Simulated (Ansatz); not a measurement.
C₂HF₅, charge +1, doublet, geometry from GFN2-xTB (a state made from the parent by changing its charge; the spin is typed, not shown lowest). Base run: PBE/pcseg-1 (Ansatz, a first-principles code).

Ansatz was given this input:
Ansatz 0.2 input:
```yaml
crystal:
  periodic: [false, false, false]
  atoms:
    - {symbol: F, position_ang: [1.23800956, -1.23601556, 0.52034499]}
    - {symbol: C, position_ang: [1.02696466, -0.18445344, -0.21020972]}
    - {symbol: F, position_ang: [1.57242578, 0.87660154, 0.30034638]}
    - {symbol: C, position_ang: [-0.71653643, 0.09712544, -0.15651253]}
    - {symbol: F, position_ang: [-0.98326730, 0.26981887, 1.09638611]}
    - {symbol: F, position_ang: [-0.91782864, 1.15425581, -0.87502986]}
    - {symbol: F, position_ang: [-1.25403533, -0.96967226, -0.65385338]}
    - {symbol: H, position_ang: [1.23969399, -0.33092755, -1.29341463]}
basis:
  gaussian:
    orbitals: pcseg-1.json
hamiltonian:
  xc: pbe
total_charge: 1
magnetization: {spin_polarized: true, initial_magnetization: 1}
```
The basis file holds pcseg-1 in the JSON format of the Basis Set Exchange.

The base run was repeated with changes; each row names its change, and settings that it needs were set with it.

| change | ΔE vs base (mEh) |
|---|---|
| base | 0.000 |
| symmetry_tolerance_ang = 0.01 | 0.000 |
| occupation = up:A':18 A'':11 down:A':17 A'':11 | 0.000 |
| occupation = up:A':17 A'':12 down:A':17 A'':11 | 374.3 |
| occupation = up:A':19 A'':10 down:A':17 A'':11 | 410.3 |
